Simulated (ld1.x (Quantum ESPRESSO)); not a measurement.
# tantalum: one change to an ultrasoft potential, before and after

* Element: Ta
* Generator: ld1.x (Quantum ESPRESSO) 7.5
* Type: ultrasoft
* Functional: PBE
* Relativity: scalar-relativistic
* Frozen core: [Xe] 4f14
* Valence charge: 5
* Reference configuration: 5d3 6s1 6p0 (charge +1)
* Partial waves: 6s (bound): rcut 1.90, rcutus 2.60 bohr; 6s channel at 1.2 Ry: rcut 1.90, rcutus 2.60 bohr; 6p (bound, empty): rcut 2.55, rcutus 2.95 bohr; 6p channel at 4.4 Ry: rcut 2.55, rcutus 2.95 bohr; 5d (bound): rcut 2.15, rcutus 2.90 bohr; 5d channel at -0.35 Ry: rcut 2.15, rcutus 2.90 bohr
* Local potential: all-electron potential smoothed inside 2.60 bohr (lloc = -1)
* Core correction: none
* Augmentation charge: built from norm-conserving waves at rcut, not smoothed further

Change: local potential all-electron potential smoothed inside 1.88 bohr (lloc = -1).

Cutoffs: the cutoffs (Ry, on a coarse ladder) from which the occupation-weighted sum of valence levels, in a spherical-Bessel basis at the reference potential, stays within 10 and 1 mRy of its value at 400 Ry; they do not see the model core or the augmentation charge, which bear on the density cutoff. Errors are all-electron minus pseudo energies relative to the spin-unpolarised reference configuration.

Q: How do hardness, ghosts and transferability respond?

A: The potential gets softer (12 Ry and 15 Ry → 10 Ry and 15 Ry); the bound ghosts move from p to p, s; the errors of the 7 common tests hardly move; the range in which the d phases agree narrows (upper end at the end of the scan → 0.5). A state that the projectors do not describe sees the local part alone, so a deeper or shallower local part can create or remove a ghost.

```csv
quantity,base,changed
"cutoff, loose",12 Ry,10 Ry
"cutoff, tight",15 Ry,15 Ry
bound ghosts,p,"s, p"
"error for 5d3 6s2 6p0, meV [ΔE -8.47 eV]",+53,+53
"error for 5d3 6s0 6p0, meV [ΔE 14.97 eV]",+140,+140
"error for 5d2 6s0 6p0, meV [ΔE 38.58 eV]",+185,+185
"error for 5d4 6s0 6p0, meV [ΔE 1.43 eV]",+98,+98
"error for 5d2 6s2 6p1, meV [ΔE -5.48 eV]",+138,+137
"error for 5d1 6s0 6p0, meV [ΔE 73.62 eV]",+395,+398
"error for 5d2 6s2 6p0, meV [ΔE -0.79 eV]",+144,+143
s: phases at 3.21 bohr within 0.05 rad from the reference energy up to (Ry; the scan ends near 5),1.6,2.4
p: phases at 3.21 bohr within 0.05 rad from the reference energy up to (Ry; the scan ends near 5),0.8,0.3
d: phases at 3.21 bohr within 0.05 rad from the reference energy up to (Ry; the scan ends near 5),to the end of the scan,0.5
lowest overlap eigenvalue by channel,"s 0.62, p 0.67, d 0.99","s 0.57, p 0.63, d 0.98"
```

Changed file: The cutoffs count occupied waves only; the empty 6p level needs 18 Ry at the loose tolerance. A true bound ghost makes a file unfit for plane-wave use even where its test errors are small: the radial tests pick states by their node count and pass the ghost by.
